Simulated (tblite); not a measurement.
C4HClF3N.
Numbering: `[N:1]#[C:2]/[C:3]([Cl:4])=[CH:5]\[C:6]([F:7])([F:8])[F:9]` (hydrogens: H10 on C5)

Computed with GFN2-xTB (tblite), gas phase: L-BFGS steps from a force-field or distance-geometry start until the largest atomic force falls under 0.01 eV/Å.

The end geometry, which sets the zero of energy:
```
atom  x, y, z in Å
N1      0.2384    2.7194    0.4030
C2      0.6229    1.6514    0.2637
C3      1.1405    0.3408    0.0908
Cl4     2.8562    0.2522    0.1433
C5      0.3729   -0.7373   -0.0966
C6     -1.1249   -0.6440   -0.1382
F7     -1.6425   -0.1521    0.9975
F8     -1.6768   -1.8464   -0.3268
F9     -1.5647    0.1446   -1.1305
H10     0.7869   -1.7239   -0.2290
```

**Question.** These geometries come from the run, each turned onto the end geometry. Order them by energy, lowest first.
A.
```
atom  x, y, z in Å
N1      0.2913    2.7697    0.1717
C2      0.6435    1.6820    0.1234
C3      1.1376    0.3518    0.0738
Cl4     2.8477    0.2380    0.1872
C5      0.3632   -0.7305   -0.0423
C6     -1.1340   -0.6534   -0.1134
F7     -1.6821   -0.5237    1.1107
F8     -1.6428   -1.7723   -0.6467
F9     -1.5914    0.3704   -0.8463
H10     0.7758   -1.7272   -0.0408
```
B.
```
atom  x, y, z in Å
N1      0.1681    2.7069   -0.0716
C2      0.6384    1.6729   -0.0063
C3      1.1656    0.3471    0.0719
Cl4     2.8692    0.1904    0.1938
C5      0.3819   -0.7351    0.0412
C6     -1.1059   -0.6228   -0.0716
F7     -1.6996   -0.8496    1.1152
F8     -1.5991   -1.5248   -0.9322
F9     -1.5623    0.5639   -0.4822
H10     0.7525   -1.7443    0.1190
```
C.
```
atom  x, y, z in Å
N1      0.3901    2.8207   -0.0325
C2      0.6806    1.7153    0.0068
C3      1.1255    0.3692    0.0718
Cl4     2.8369    0.2386    0.2230
C5      0.3428   -0.7120    0.0294
C6     -1.1518   -0.6718   -0.0828
F7     -1.7355   -0.9010    1.1067
F8     -1.5938   -1.6311   -0.9083
F9     -1.6386    0.4851   -0.5358
H10     0.7526   -1.7083    0.0991
```
D.
```
atom  x, y, z in Å
N1      0.1182    2.6997   -0.1038
C2      0.5472    1.6419   -0.0304
C3      1.1258    0.3180    0.0707
Cl4     2.8691    0.1309    0.1840
C5      0.3590   -0.7414    0.0648
C6     -1.1218   -0.5962   -0.0496
F7     -1.6273   -0.8538    1.2101
F8     -1.5348   -1.5079   -0.9691
F9     -1.4770    0.6417   -0.5258
H10     0.7506   -1.7283    0.1261
```
E.
```
atom  x, y, z in Å
N1      0.2354    2.7297    0.3224
C2      0.6279    1.6615    0.2029
C3      1.1398    0.3427    0.0765
Cl4     2.8535    0.2480    0.1623
C5      0.3720   -0.7417   -0.0725
C6     -1.1248   -0.6461   -0.1247
F7     -1.6550   -0.2753    1.0557
F8     -1.6751   -1.8256   -0.4416
F9     -1.5506    0.2451   -1.0357
H10     0.7858   -1.7335   -0.1682
```

**Answer.** E (0.003 eV), A (0.009 eV), C (0.017 eV), B (0.082 eV), D (0.474 eV).

In the order of the answer:

| step | E above end (eV) | largest force (eV/Å) | rms force component (eV/Å) | rms distance from end (Å) | rms bond change (Å) | bond most changed (Å) |
| --- | --- | --- | --- | --- | --- | --- |
| 60 | 0.003 | 0.15 | 0.056 | 0.082 | 0.002 | C6–F7 +0.005 |
| 52 | 0.009 | 0.12 | 0.049 | 0.227 | 0.002 | C6–F7 +0.006 |
| 25 | 0.017 | 0.02 | 0.006 | 0.434 | 0.003 | C6–F9 -0.007 |
| 6 | 0.082 | 0.96 | 0.246 | 0.451 | 0.005 | C2–C3 +0.009 |
| 0 | 0.474 | 2.17 | 0.754 | 0.474 | 0.027 | C6–F7 +0.040 |

Hardware: Arm Neoverse N1, one thread, no GPU, shared host.
